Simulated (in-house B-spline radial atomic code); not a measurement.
Configurations of Cu⁺, with energies counted from [Ar] 3d10. Method: scalar-relativistic (X2C) r2SCAN0, spin-polarised, spherical fractional occupations, exact exchange averaged over the configuration, Fermi nucleus of rms radius 3.8823 fm. Calculated with an all-electron radial atomic-structure program (B-spline basis). Shells without spins written out take the highest spin.

Occupations are held fixed; configurations that lie above the ionisation limit could autoionise.

| configuration | E - E(ref) (eV) | highest orbital | its <r> (bohr) |
| --- | --- | --- | --- |
| [Ar] 3d9 4f1 | 16.9 | 4f up | 8.941 |
| [Ne] 3s2 3p5 3d10 4s1 | 74.059 | 4s up | 2.462 |
| [Ne] 3s2 3p5 3d10 4p1 | 80.203 | 4p up | 3.158 |
| [Ne] 3s2 3p5 3d10 4f1 | 88.491 | 4f up | 8.943 |

(1) Order these further configurations by energy, lowest first.
A. [Ar] 3d9 4d1
B. [Ne] 3s2 3p5 3d10 4d1
C. [Ar] 3d9 4p1
D. [Ar] 3d9 4s1

## Answers

(1) D (2.5233 eV), C (8.6386 eV), A (14.454 eV), B (86.033 eV).
